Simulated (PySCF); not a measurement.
# Circular dichroism: SMILES CO[C@@H]1OC[C@@H]1Cl, C4H7ClO2

Geometry:
```csv
atom,x (Å),y (Å),z (Å)
C1,2.231,0.189,0.387
O2,0.933,0.748,0.340
C3,-0.047,-0.092,0.814
O4,-0.328,-1.206,-0.036
C5,-1.574,-0.650,-0.464
C6,-1.466,0.458,0.586
Cl7,-1.570,2.112,0.009
H8,2.275,-0.729,-0.205
H9,2.896,0.939,-0.033
H10,2.518,-0.032,1.421
H11,0.184,-0.439,1.837
H12,-1.523,-0.294,-1.496
H13,-2.399,-1.354,-0.344
H14,-2.130,0.349,1.442
```

Computed, not measured: PySCF, TDDFT CAM-B3LYP/aug-cc-pVDZ circular dichroism and optical rotation, one conformer, gas phase. Geometry: GFN2-xTB.

The molecule is flexible and this is one conformer; a measurement averages over conformers.

What are the CIP labels of the stereocentres?

C3 R, C6 S.

Which excitations and rotatory strengths does the calculation give?

Rotatory strengths R in 10⁻⁴⁰ esu² cm², velocity form and length form (origin at the centre of mass); f in length form.
```tsv
state	E (eV)	λ (nm)	f	R (velocity)	R (length)	main
1	7.16	173	0.0009	+0.1	0.0	HOMO−1→LUMO 0.68, HOMO−1→LUMO+3 0.10
2	7.25	171	0.030	+10.7	+10.6	HOMO→LUMO 0.73
3	7.40	168	0.003	+2.4	+2.5	HOMO→LUMO+7 0.26, HOMO−3→LUMO+7 0.16
4	7.46	166	0.010	-0.6	-0.6	HOMO−2→LUMO+7 0.41, HOMO−2→LUMO+3 0.18
5	7.53	165	0.006	+2.1	+2.1	HOMO→LUMO+1 0.19, HOMO−1→LUMO+2 0.12
6	7.57	164	0.009	+32.8	+32.8	HOMO→LUMO+1 0.41, HOMO−3→LUMO 0.10
7	7.65	162	0.017	-17.0	-17.4	HOMO−2→LUMO 0.61, HOMO−1→LUMO+2 0.11
8	7.79	159	0.005	+4.4	+4.2	HOMO−1→LUMO+2 0.41, HOMO−1→LUMO+1 0.27
9	7.84	158	0.009	+13.6	+13.2	HOMO→LUMO+2 0.54, HOMO−3→LUMO 0.14
10	7.97	156	0.006	+0.5	+0.5	HOMO→LUMO+3 0.47
11	8.01	155	0.021	+4.0	+4.0	HOMO−1→LUMO+1 0.26, HOMO−1→LUMO+3 0.21
12	8.13	153	0.009	+3.3	+3.3	HOMO−3→LUMO 0.20, HOMO→LUMO+2 0.17
13	8.17	152	0.003	+0.6	+0.5	HOMO−1→LUMO+7 0.48, HOMO−1→LUMO+5 0.14
14	8.28	150	0.021	+7.9	+7.8	HOMO−2→LUMO+3 0.14, HOMO→LUMO+6 0.12
15	8.32	149	0.022	-35.2	-34.7	HOMO→LUMO+6 0.13, HOMO−2→LUMO+2 0.13
16	8.39	148	0.011	+11.9	+12.0	HOMO−2→LUMO+2 0.49, HOMO−2→LUMO+1 0.14
```

Among the states computed, the strongest CD band (largest |R|) is state 15. The largest dissymmetry factor in size, g = 4R/(D+G), with D and G the electric and magnetic dipole strengths, is +0.041 for state 6 (velocity form, f = 0.009), among bands with |R| over 0.5. The mirror image has the same energies and oscillator strengths and all R with the opposite sign.
